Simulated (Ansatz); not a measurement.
One change: `C[B](F)[GeH3]` becomes `CB(F)[SiH2]O`.

Ansatz, PBE0-D4/def2-TZVP geometries, multiplicity 1. Each molecule was computed in one conformer, which needn't be the lowest.

Scalar relativity is left out up to krypton.

| property | `C[B](F)[GeH3]` |
| --- | --- |
| size of the dipole moment (PBE/def2-TZVPP) / D | 1.39 |
| HOMO energy (PBE0/def2-TZVPP) / eV | -7.89 |
| HOMO energy (PBE/def2-TZVPP) / eV | -6.62 |
| LUMO energy (B3LYP/def2-TZVPP) / eV | -1.33 |
| LUMO energy (PBE/def2-TZVPP) / eV | -2.08 |
| LUMO energy (ωB97M-V/def2-TZVPP) / eV | 0.91 |

Q: Give the same properties after the change, and the shifts. (Best estimate.)

A: The calculation gave: 
| property | `CB(F)[SiH2]O` | shift |
| --- | --- | --- |
| size of the dipole moment (PBE/def2-TZVPP) / D | 2.11 | 0.72 |
| HOMO energy (PBE0/def2-TZVPP) / eV | -7.54 | 0.35 |
| HOMO energy (PBE/def2-TZVPP) / eV | -6.19 | 0.43 |
| LUMO energy (B3LYP/def2-TZVPP) / eV | -1.40 | -0.07 |
| LUMO energy (PBE/def2-TZVPP) / eV | -2.15 | -0.07 |
| LUMO energy (ωB97M-V/def2-TZVPP) / eV | 0.82 | -0.09 |

With PBE0 the HOMO rises by 0.35 eV and the LUMO falls by 0.08 eV, so the gap narrows by about 0.43 eV. PBE moves the HOMO by 0.43 eV and ωB97M-V by 0.31 eV. Dipoles are sizes alone; their direction can turn.

B3LYP here is the variant with VWN-RPA as its local correlation; programs differ in this.
